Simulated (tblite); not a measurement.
Br3ISi.
SMILES with atom numbers: `[Br:1][Si:2]([Br:3])([Br:4])[I:5]`

Method: GFN2-xTB as coded in tblite; computed harmonic values from a numerical Hessian at the method's own geometry, unscaled. Against measured fundamentals such values can be off by several per cent, at times by over 20.

Harmonic wavenumbers (cm⁻¹): 66.3, 66.4, 99.2, 101.6, 101.6, 216.4, 460.7, 461.3, 465.1.

A = 491.8, B = 369.9, C = 369.8 MHz; mass 391.636 u (most abundant isotopes); point group C3v, symmetry number 3.

Question: Zero-point energy?

Answer: Half the sum of the wavenumbers: 1019 cm⁻¹ = 2.91 kcal/mol.

Question: Give the ideal-gas entropy at 273.15 K and 1 bar in the rigid-rotor, harmonic-oscillator model (classical rotation).

Answer: Translation 43.38, rotation 30.39, vibration 21.75: S = 95.5 cal/(mol K).

Question: And Cp and H(273.15 K) − H(0)?

Answer: Cp = 23.21 cal/(mol K), of which vibrations give 15.26 (their classical limit is 9 R = 17.9); H(273.15 K) − H(0) = 4.98 kcal/mol without the zero-point energy, 2.81 from vibrations.

Question: What must be added to the electronic energy to get the Gibbs energy at 273.15 K and 1 bar?

Answer: ZPE + [H(273.15 K) − H(0)] − T·S = 2.91 + 4.98 − 26.09 = -18.20 kcal/mol.

Question: Which modes carry the vibrational entropy at 273.15 K?

Answer: 66.3 cm⁻¹: 4.09; 66.4 cm⁻¹: 4.08; 99.2 cm⁻¹: 3.30; 101.6 cm⁻¹: 3.25; 101.6 cm⁻¹: 3.25; 216.4 cm⁻¹: 1.83 cal/(mol K); the other 3 give 1.94 together.

Hindered rotation and anharmonicity are outside this model.
